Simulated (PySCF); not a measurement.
# An isoelectronic set: 52 electrons

PBE in PySCF with def2-SVPD on every atom (core potentials on Rb, Sr, Sn, Sb, Te), for the lowest determinant that a PBE0 search found; no spin–orbit coupling. All have 52 electrons, 6 of them in the valence shells, and the same state, a triplet (π ↑↑). For ions De leads to the atom and ion picked by measured ionisation energies and electron affinities.

| species | difference of nuclear charges | Re (Å) | ωe (cm⁻¹) | k (mdyn/Å) | De (eV) | dissociates to |
| --- | --- | --- | --- | --- | --- | --- |
| SrAl⁻ | 25 | 3.129 | 182 | 0.403 | n/a | Sr + Al⁻ |
| SnH⁻ | 49 | 1.842 | 1449 | 1.24 | 2.61 | Sn⁻ + H |
| RbP | 22 | 3.210 | 171 | 0.392 | 1.34 | Rb + P |
| SbH | 50 | 1.742 | 1851 | 2.02 | 2.61 | Sb + H |
| RbS⁺ | 21 | 3.562 | 89.4 | 0.109 | 0.30 | Rb⁺ + S |
| TeH⁺ | 51 | 1.696 | 2032 | 2.43 | 2.84 | Te⁺ + H |

Question: Which member of the whole set has the stiffest bond, and how does it compare with the softest?

Answer: TeH⁺ with k = 2.43 mdyn/Å, 22 times that of RbS⁺.

Weak bonds: RbS⁺. Basis-set superposition, not corrected here, can be much of De in a small basis, most of all at correlated wavefunction levels. These are scalar-relativistic numbers at best; spin–orbit coupling would shift them, the dissociation energy most. For an ion De counts to the pair picked by the measured ionisation energies or electron affinities, which need not be the lowest pair at this level. The highest Kohn–Sham level is positive in some of these anions. Much of that is self-interaction error, but it also means that the finite basis helps to hold the extra electron. States were picked by a PBE0 search and need not be the measured ground states.
